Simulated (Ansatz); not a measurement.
Consider the formal exchange of groups at a Te–C bond: `OC(F)(Cl)[TeH]` + `CC[SeH]` → `CC([SeH])[TeH]` + `OC(F)Cl`.

Program: Ansatz. Geometries: PBE0-D4/def2-TZVP. ΔE: electronic, gas phase. CCSD(T)/CBS is the MP2 limit (def2-TZVPP, def2-QZVPP) plus CCSD(T) − MP2 in def2-TZVPP, frozen cores. def2 core potentials past Kr. For Se, Te outer-core shells are correlated without core-valence functions, which leaves a few kJ/mol of doubt a bond. Scalar relativity is left out up to krypton. Each species was taken in one conformer, which may not be the lowest.

| species | CCSD(T)/CBS(def2) energy (Eh) |
| --- | --- |
| `OC(F)(Cl)[TeH]` | -941.69612 |
| `CC[SeH]` | -2480.41858 |
| `CC([SeH])[TeH]` | -2748.13456 |
| `OC(F)Cl` | -673.99326 |

(1) Work out ΔE.

Largest T1 diagnostic among the species: 0.012.

Answers

(1) ΔE = (-2748.13456) + (-673.99326) − (-941.69612) − (-2480.41858) = -0.01312 Eh = -34.4 kJ/mol.

From PBE to PBE0 (25 % exact exchange), in def2-TZVPP and without D4, ΔE moves by −5.3 kJ/mol. The D4 term adds −3.3 kJ/mol with B3LYP and −1.9 kJ/mol with PBE0; it sums over pairs of atoms, weighted by their polarisabilities, and B3LYP, whose exchange is more repulsive, gets the larger term.

B3LYP here is the variant with VWN-RPA as its local correlation; programs differ in this.
